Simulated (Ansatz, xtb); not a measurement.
Relative energy of two isomers of C5H5N3

We compare a, `Cc1n[nH]cc1C#N`, a singlet, with b, `[H]/N=C\c1ncccn1`, a singlet. Both are isolated molecules in the gas phase, relaxed with PBE0-D3(BJ)/def2-SVP; the shapes shown needn't be the lowest conformers.

a (Å):

```xyz
13

C    -0.7587    0.0952   -1.5584
C     0.1276   -0.8109   -0.7818
C     1.7156   -1.6528    0.5456
C     1.2260   -0.4480    0.0589
C     1.7045    0.8579    0.3309
N    -0.0217   -2.1245   -0.7923
N     0.9349   -2.6028    0.0048
N     2.0801    1.9356    0.5401
H    -0.1811    0.6868   -2.2848
H    -1.2751    0.8068   -0.8963
H    -1.5091   -0.4954   -2.0986
H     1.0069   -3.6025    0.1437
H     2.5416   -1.8728    1.2178
```

b (Å):

```xyz
13

C    -2.1347   -0.7934    0.5766
C    -0.6643   -0.8617    0.3550
C     1.2662   -2.0355    0.5589
C     1.9723   -0.9921   -0.0390
C     1.2256    0.1203   -0.4184
N    -2.8267   -1.7080    1.1131
N    -0.0433   -1.9735    0.7558
N    -0.0877    0.1911   -0.2248
H    -2.1924   -2.4831    1.3579
H    -2.6071    0.1390    0.2322
H     1.7762   -2.9483    0.8880
H     3.0501   -1.0452   -0.2003
H     1.7026    0.9846   -0.8950
```

Energies in hartree; the thermal terms are from GFN2-xTB frequencies at re-optimised GFN2-xTB minima (ideal gas, soft modes damped towards free rotors, one conformer each, 298.15 K, 1 atm) and include the zero-point energy:

|  | a | b |
| --- | --- | --- |
| E, CCSD(T)/def2-SVP | −356.516443 | −356.513168 |
| E, MP2/def2-SVP | −356.435831 | −356.424447 |
| E, MP2/def2-TZVPP | −357.081816 | −357.073105 |
| zero-point energy | 0.095030 | 0.094547 |
| H(298 K) − E | 0.103308 | 0.102165 |
| G(298 K) − E | 0.063062 | 0.063513 |

Problem. Correct the CCSD(T) difference for the basis set by the MP2 change, then work out ΔE, ΔE₀, ΔH and ΔG for a → b in kcal/mol (1 Eh = 627.51 kcal/mol) and the equilibrium ratio [b]/[a].

Solution. 1. Differences b − a: CCSD(T) +0.003275, MP2 in the small set +0.011384, MP2 in the large set +0.008711 Eh.
2. ΔE = +0.003275 + (+0.008711 − (+0.011384)) = +0.000602 Eh = +0.38 kcal/mol.
3. ΔE₀ = ΔE + ΔZPE = +0.000602 + (−0.000483) Eh = +0.07 kcal/mol.
4. ΔH = ΔE + (−0.001143) Eh = −0.34 kcal/mol.
5. ΔG = ΔE + (+0.000451) Eh = +0.66 kcal/mol, so ΔS = (ΔH − ΔG)/T = −14.0 J/(mol K).
6. kT = 0.9442 mEh, so K = [b]/[a] = exp(−ΔG/kT) = exp(−1.12) ≈ 0.33.

The two are too close for this level to say which is favoured. An error of 1 kcal/mol in ΔG would change K by a factor of 5.4. Mirror images and further conformers aren't counted.

As drawn, b has 1 C=N, 2 C∷N in place of 1 C–C, 1 N∷N, 1 C≡N (∷ is an aromatic bond). Structure a has a 5-membered ring (with an aromatic ring), b a 6-membered ring (with an aromatic ring).

Other levels gave ΔE = +1.3 (GFN2-xTB); +20.2 (HF/STO-3G, GFN2-xTB geometries); −0.1 (r2SCAN-D4/def2-SVP, GFN2-xTB geometries); −0.4 (PBE0-D3(BJ)/def2-SVP); −4.8 (HF/def2-SVP); +7.1 (MP2/def2-SVP); +2.1 (CCSD(T)/def2-SVP) kcal/mol. The correlated steps freeze 8 core orbitals. Programs: Ansatz 0.2.0, xtb 6.7.1.
